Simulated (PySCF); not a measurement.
# Bonding in `N#Cc1ccpc([SiH3])n1`

C₅H₅N₂PSi.
Atom-mapped SMILES: `[N:1]#[C:2][c:3]1[cH:4][cH:5][p:6][c:7]([SiH3:8])[n:9]1` (hydrogens: H10 on C4; H11 on C5; H12, H13, H14 on Si8)

Structure used (GFN2-xTB), in Å, numbered top down from 1:
```
atom  x, y, z in Å
N1    -2.3475    2.6870   -1.4755
C2    -1.7980    1.8005   -1.0004
C3    -1.1585    0.6811   -0.4032
C4    -1.9599   -0.3565    0.0822
C5    -1.4135   -1.4735    0.6740
P6     0.2919   -1.7322    0.8884
C7     0.9010   -0.2382    0.1625
Si8    2.7812    0.0700    0.0999
N9     0.1712    0.7158   -0.3555
H10   -3.0334   -0.2649   -0.0170
H11   -2.0812   -2.2487    1.0332
H12    2.9960    1.3594   -0.5417
H13    3.3782   -1.0388   -0.6495
H14    3.2717    0.0386    1.4805
```

Bond orders from the PBE0/pcSseg-1 density (PySCF). Geometry: GFN2-xTB; no solvent, vibrations or thermal averaging.

(1) Where do the orders between heavy atoms depart from those drawn in the SMILES?

(2) Set the Mayer orders of the bonds between heavy atoms beside their lengths.

## Answers

(1) The largest departure is 0.268, at P6–C7 (drawn aromatic, 1.232), counting aromatic bonds as 1.5. Drawn single, order below 0.88: C7–Si8 (0.818). The bonds drawn aromatic range from 1.23 to 1.48.

(2) 
```tsv
bond	drawn as	length (Å)	Mayer order
N1–C2	triple	1.146	3.021
C2–C3	single	1.421	1.021
C3–C4	aromatic	1.398	1.303
C4–C5	aromatic	1.377	1.461
C5–P6	aromatic	1.738	1.320
P6–C7	aromatic	1.769	1.232
C7–Si8	single	1.906	0.818
C7–N9	aromatic	1.308	1.477
N9–C3	aromatic	1.331	1.464
```

Bonds between the same two heavy elements. C–N: lowest N9–C3 (1.464, 1.331 Å), highest N1–C2 (3.021, 1.146 Å). C–C: lowest C2–C3 (1.021, 1.421 Å), highest C4–C5 (1.461, 1.377 Å). C–P: lowest P6–C7 (1.232, 1.769 Å), highest C5–P6 (1.320, 1.738 Å).

Task: And the bonds to hydrogen?

Result: C–H: 0.94 to 0.95 (2 bonds); H–Si: 0.94 to 0.96 (3 bonds).

Task: Sum the orders of all bonds at each heavy atom with more than one neighbour and set the sums beside the valence in the SMILES.

Result: C2 4.042 (drawn 4), C3 3.788 (drawn 4), C4 3.715 (drawn 4), C5 3.723 (drawn 4), P6 2.552 (drawn 3), C7 3.527 (drawn 4), Si8 3.662 (drawn 4), N9 2.941 (drawn 3). Orders between atoms that aren't bonded are not in these sums.

The Mayer order sums products of elements of PS (density times overlap matrix) between the two atoms' basis functions, so it depends on the basis set.

These values come from a run that also computed NMR shieldings. On Arm Neoverse V1, one thread, no GPU, shared host, this took 36 s.
